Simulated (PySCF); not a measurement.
Orbital energies and ionisation energy

C4H6BNO2.
Structure used (PBE0-D3(BJ)/def2-SVP), in Å, numbered top down from 1:
```xyz
14
C4H6BNO2 angstrom
C     -2.7154   -0.0096    0.5357
N     -2.4202   -1.3759    0.2179
C     -1.2321   -1.7223   -0.0810
C     -0.0728   -0.8767   -0.1446
C      0.9345   -0.1910   -0.2108
B      2.2082    0.6734   -0.2848
O      3.0340    0.4822   -1.3489
O      2.4186    1.5679    0.7187
H     -3.4286    0.3783   -0.2108
H     -3.2447    0.0209    1.5021
H     -1.8396    0.6635    0.5784
H     -1.0566   -2.7818   -0.3253
H      3.8181    1.0384   -1.3668
H      3.2287    2.0811    0.6486
```

Level: wB97X-D/def2-SVPD (PySCF). Frontier orbitals with their largest atomic shares (Löwdin; up to four atoms above 4 %):

```
orbital  ε (eV)                           main atoms
 HOMO−3  -11.73   C4 22 %, C3 22 %, C5 14 %, N2 13 %
 HOMO−2  -10.10     C5 41 %, C4 39 %, C3 5 %, B6 4 %
 HOMO−1   -9.44   C5 26 %, N2 24 %, C4 22 %, C3 12 %
   HOMO   -9.40                                    ?
   LUMO    0.17   N2 23 %, C5 19 %, C3 18 %, C4 17 %
 LUMO+1    1.02  B6 45 %, O8 16 %, O7 16 %, H13 10 %
 LUMO+2    1.71   C5 22 %, C4 22 %, B6 14 %, C3 11 %
```

What vertical ionisation energy does ΔSCF give, and how far is −ε(HOMO) from it?

ΔSCF: 9.48 eV (915 kJ/mol; threshold wavelength 131 nm); ⟨S²⟩ of the doublet left behind is 0.771, against 0.75 for a pure doublet. −ε(HOMO) is 9.40 eV, 0.08 eV below it. In exact Kohn–Sham theory the two would be equal; wB97X-D (range-separated hybrid) comes within 0.08 eV of that here. Holes in the HOMO−1 and HOMO−2 were tried too where these lie within 1.2 eV of the HOMO; the lowest converged state counts.

On which atoms does the HOMO lie?

N2 (imine nitrogen) 59 %, C1 (N-methyl carbon) 13 %, C3 (imine carbon) 11 %, H11 (methyl hydrogen) 5 %, so more than half of it is on one atom. The HOMO−1 lies 0.04 eV lower.

Shift the occupied levels rigidly so that −ε(HOMO) equals the ΔSCF value. What binding energies result?

The shift is +0.08 eV: HOMO 9.48, HOMO−1 9.52, HOMO−2 10.18, HOMO−3 11.81 eV. A rigid shift is only a rough guide to the deeper ionisations.

What kinetic energy would electrons from this vertical process carry with He I light (21.218 eV)?

21.22 − 9.48 = 11.74 eV.

Geometry: PBE0-D3(BJ)/def2-SVP, one conformer, isolated molecule.
